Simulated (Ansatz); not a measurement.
One change: `[CH3][Al]([SiH3])[O][SiH3]` becomes `[CH3][Al]([SiH3])[CH2]O`.

Ansatz, PBE0-D4/def2-TZVP geometries, multiplicity 1. Each molecule was computed in one conformer, which needn't be the lowest.

```csv
property,`[CH3][Al]([SiH3])[O][SiH3]`
size of the dipole moment (ωB97M-V/def2-TZVPP) / D,1.20
HOMO energy (B3LYP/def2-TZVPP) / eV,-7.14
HOMO energy (PBE/def2-TZVPP) / eV,-6.22
HOMO–LUMO gap (ωB97M-V/def2-TZVPP) / eV,9.75
LUMO energy (B3LYP/def2-TZVPP) / eV,-1.43
size of the dipole moment (B3LYP/def2-TZVPP) / D,1.16
```

Problem. What does the change do to each property? (An estimate is asked.)

Solution. The calculation gave: 
```csv
property,`[CH3][Al]([SiH3])[CH2]O`,shift
size of the dipole moment (ωB97M-V/def2-TZVPP) / D,1.41,0.21
HOMO energy (B3LYP/def2-TZVPP) / eV,-6.92,0.22
HOMO energy (PBE/def2-TZVPP) / eV,-5.97,0.25
HOMO–LUMO gap (ωB97M-V/def2-TZVPP) / eV,9.40,-0.35
LUMO energy (B3LYP/def2-TZVPP) / eV,-1.55,-0.12
size of the dipole moment (B3LYP/def2-TZVPP) / D,1.39,0.23
```

With PBE0 the HOMO rises by 0.24 eV and the LUMO falls by 0.10 eV, so the gap narrows by about 0.34 eV. PBE moves the HOMO by 0.25 eV and ωB97M-V by 0.23 eV. Dipoles are sizes alone; their direction can turn.

B3LYP here is the variant with VWN-RPA as its local correlation; programs differ in this.
